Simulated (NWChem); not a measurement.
Species: C2H6O2Si; SMILES C[Si@@H](O)C=O

```xyz
11

C     -0.7782    -1.8644    -0.4859
Si     0.0822    -0.4853     0.4295
O      1.5815    -0.1303    -0.1903
C     -0.8129     1.2102     0.1787
O     -0.1557     2.1018    -0.3157
H     -0.1962    -2.7962    -0.4090
H     -0.8923    -1.6226    -1.5534
H     -1.7756    -2.0554    -0.0587
H      0.1360    -0.7919     1.8916
H      1.6009     0.8052    -0.4494
H     -1.8841     1.4086     0.4572
```
Atoms are numbered in this order, from 1.

Program: NWChem. Geometry: optimised at PBE0/def2-SVP.

Question: Estimate the computed values for PBE/def2-SVP. Quantities: highest occupied level (eV); orbital gap (eV); dipole (D).

Answer: The highest occupied level (eV) is -5.59, the orbital gap (eV) is 2.94 and the dipole (D) comes out as 2.11.
